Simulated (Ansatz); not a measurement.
A nudged elastic band was laid between two geometries of ClGaH2 + H4Si (9 atoms, charge 0, multiplicity 1).

Method: Ansatz 0.2.0, RKS PBE0-D4/def2-SVP.

```yaml
movable_images: 5
climbing_image: yes
spring: 5.0 eV/Å²
optimiser: quadratic models (default)
start_path: straight line
force_threshold: 0.05 eV/Å
iteration_limit: 60
end_points: relaxed
```

Image 0:

```xyz
9
Properties=species:S:1:pos:R:3
Ga 0.003 0.361 0.168
H 0.063 1.186 1.491
H 1.109 0.098 -0.902
Cl -2.014 -0.194 -0.465
Si -0.314 -2.767 1.085
H -0.457 -3.111 -0.353
H 0.614 -3.717 1.768
H -1.616 -2.676 1.795
H 0.367 -1.413 1.191
```

Image 6:

```xyz
9
Properties=species:S:1:pos:R:3
Ga -0.041 -0.565 -0.139
H 0.446 0.405 2.093
H 1.272 0.245 -0.412
Cl -1.849 0.528 -0.641
Si -0.410 -2.840 0.540
H -0.848 -3.646 -0.641
H 0.832 -3.455 1.105
H -1.485 -2.893 1.578
H -0.164 -0.012 2.296
```

Task: Which bonds break or form, and what moves?

Result: Bonds broken: Ga1–H2, Si5–H9. Bonds formed: Ga1–Si5, H2–H9. ClGaH2 + H4Si becomes ClGaH4Si + H2.

Task: Give the energies along the band, and the barrier.

Result: The forces met the threshold. The highest image is number 3 of 0 to 6, 35.0 kcal/mol above the first end and 32.2 kcal/mol above the last; the last end lies 2.9 kcal/mol above the first. Another band between the same ends (5 images) ends at a top of the same energy, where a vibrational analysis finds 1 clearly imaginary mode. The orbitals stay closed-shell, which can raise the energy where a bond breaks towards radicals; this wasn't checked here.

```tsv
image	path coordinate (Å)	energy (kcal/mol)	Ga1–H2 (Å)	Si5–H9 (Å)	Ga1–Si5 (Å)
0	0.00	0.0	1.56	1.52	3.28
1	0.67	0.7	1.56	1.51	3.24
2	1.35	8.8	1.57	1.55	2.97
3	2.02	35.0	1.72	1.94	2.61
4	2.63	12.1	2.06	2.43	2.41
5	3.23	3.5	2.36	2.93	2.40
6	3.83	2.9	2.48	3.34	2.40
```

Task: What is the geometry of the highest image?

Result: 
```xyz
9
Properties=species:S:1:pos:R:3:forces:R:3
Ga -0.014 -0.163 0.051 0.01 0.00 0.00
H 0.206 0.312 1.685 0.00 0.00 -0.01
H 1.310 -0.091 -0.733 0.00 0.00 0.00
Cl -1.996 0.432 -0.543 0.00 0.00 0.00
Si -0.365 -2.605 0.906 0.00 0.01 0.01
H -0.662 -3.188 -0.440 0.00 0.00 0.00
H 0.837 -3.285 1.477 0.00 0.00 -0.01
H -1.544 -2.824 1.795 0.00 -0.01 0.00
H -0.018 -0.821 1.580 0.00 0.00 0.01
```

Time of the run: 98 s on 2 threads of Intel(R) Xeon(R) Platinum 8375C CPU @ 2.90GHz (Ice Lake) (shared host), peak memory 0.25 GiB.
